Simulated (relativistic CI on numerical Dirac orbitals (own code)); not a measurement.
## d1 to d9 in one octahedral field

Computed with a parametric ligand-field model without spin-orbit coupling, by exact diagonalisation: B = 350, C = 1550, 10Dq = 25800 cm⁻¹ (Oh; |10Dq|/B = 73.7) for every shell. Energies in cm⁻¹; the field energy is (0.6 n_e − 0.4 n_t2) × 10Dq of the ground term; g labels are left out. So small a B with so large a field is typical of 4d and 5d ions, where spin-orbit coupling, left out here, reaches 1,000 to 4,000 cm⁻¹.

```csv
Shell,Ground term,Electrons in e,Field energy,First spin-allowed bands,Lowest term of other spin
d1,2T2,0.000,-10320,2E 25800,
d2,3T1,0.005,-20506,"3T2 24902, 3T1 29253",1T2 5294
d3,4A2,0.000,-30960,"4T2 25800, 4T1 29807",2E 7499
d4,3T1,0.009,-41051,"3E 24228, 3T1 24617",1T2 4714
d5,2T2,0.017,-51152,"2A2 23673, 2T1 23796",4T1 18303
d6,1A1,0.014,-61561,"1T1 24578, 1T2 29750",3T1 21349
d7,2E,1.009,-46215,"2T1 24498, 2T2 24912",4T1 18318
d8,3A2,2.000,-30960,"3T2 25800, 3T1 29807",1E 5872
d9,2E,3.000,-15480,2T2 25800,
```

Low spin: d4, d5, d6, d7; the other shells keep the spin of the free ion. Only d4 to d7 can choose; the field needed to pair spins is smallest for d6 and largest for d5, which loses most exchange energy. In the strong-field picture 10Dq must exceed about 6B + 5C = 9850 (d4), 7.5B + 5C = 10375 (d5), 2.5B + 4C = 7075 (d6) and 4B + 4C = 7600 (d7); mixing of terms shifts these bounds somewhat.
